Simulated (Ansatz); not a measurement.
Consider the ligand exchange at a Ti–O bond: `C#[C][Ti]([OH])([F])[F]` + HCl → `C#[C][Ti]([F])([F])[Cl]` + H₂O.

Calculated with Ansatz (gas phase, PBE0-D4/def2-TZVP geometries, no zero-point term in ΔE). CCSD(T)/CBS is the MP2 limit (def2-TZVPP, def2-QZVPP) plus CCSD(T) − MP2 in def2-TZVPP, frozen cores. This one scheme is used for every species. For Ti outer-core shells are correlated without core-valence functions, which leaves a few kJ/mol of doubt a bond. Scalar relativity is left out up to krypton. One conformer a species, not always the lowest.

| species | MP2/CBS(def2) energy (Eh) |
| --- | --- |
| `C#[C][Ti]([OH])([F])[F]` | -1201.04947 |
| HCl | -460.35267 |
| `C#[C][Ti]([F])([F])[Cl]` | -1585.04565 |
| H₂O | -76.36589 |

(1) Work out ΔE.

Largest T1 diagnostic among the species: 0.023, so the coupled-cluster value is less sure than usual.

Answers

(1) ΔE = (-1585.04565) + (-76.36589) − (-1201.04947) − (-460.35267) = -0.00940 Eh = -0.26 eV. CCSD(T)/CBS gives -0.20 eV.

Leaving LDA and LC-ωPBE aside and taking each functional with its dispersion term where it has one, the values, not all of them listed here, spread over 0.14 eV, from B97M-V to CAM-B3LYP-D4. LDA lies +0.05 eV from PBE without D4. In def2-TZVPP, CCSD(T) changes the Hartree–Fock value by −0.04 eV (the triples alone add −0.05 eV) and MP2 by −0.10 eV.
